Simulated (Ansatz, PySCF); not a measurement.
Input for PySCF:
```python
from pyscf import gto, scf, mp

mol = gto.Mole()
mol.atom = '''
    C     1.13626145    0.51800927   -0.17136574
    N     0.11223500   -0.53475827   -0.00839106
    C    -1.24753940    0.01218899    0.17968525
    H     2.12079925    0.07512594   -0.30685866
    H     0.90342083    1.13036038   -1.04048709
    H     1.15583745    1.15586555    0.71028992
    H     0.35547925   -1.11851683    0.80222890
    H     0.11904322   -1.14240726   -0.83770577
    H    -1.97014570   -0.79293439    0.29559530
    H    -1.27499751    0.64006506    1.06826740
    H    -1.52741413    0.61455989   -0.68250961
'''
mol.basis = '6-311g**'
mol.charge = 1
mol.verbose = 4
mol.build()

mf = scf.RHF(mol)
mf.kernel()

pt = mp.MP2(mf, frozen=3)
pt.kernel()
print('E(MP2) = %.10f' % pt.e_tot)
```

Problem. Convert this to an input for Ansatz (an electronic-structure program).

Solution. This is not unique; one that fits is 
Ansatz 0.2 input:
```yaml
crystal:
  periodic: [false, false, false]
  atoms:
    - {symbol: C, position_ang: [1.13626145, 0.51800927, -0.17136574]}
    - {symbol: N, position_ang: [0.11223500, -0.53475827, -0.00839106]}
    - {symbol: C, position_ang: [-1.24753940, 0.01218899, 0.17968525]}
    - {symbol: H, position_ang: [2.12079925, 0.07512594, -0.30685866]}
    - {symbol: H, position_ang: [0.90342083, 1.13036038, -1.04048709]}
    - {symbol: H, position_ang: [1.15583745, 1.15586555, 0.71028992]}
    - {symbol: H, position_ang: [0.35547925, -1.11851683, 0.80222890]}
    - {symbol: H, position_ang: [0.11904322, -1.14240726, -0.83770577]}
    - {symbol: H, position_ang: [-1.97014570, -0.79293439, 0.29559530]}
    - {symbol: H, position_ang: [-1.27499751, 0.64006506, 1.06826740]}
    - {symbol: H, position_ang: [-1.52741413, 0.61455989, -0.68250961]}
basis:
  gaussian:
    orbitals: 6-311G__.json
total_charge: 1
magnetization: {spin_polarized: false}
correlation: {method: mp2, electrons: outside_noble_gas}
accuracy: high
```
The basis file holds 6-311G** in the JSON format of the Basis Set Exchange.

Both were run: PySCF gave -135.144173 Eh and Ansatz -135.144173 Eh, 0.000 mEh apart.
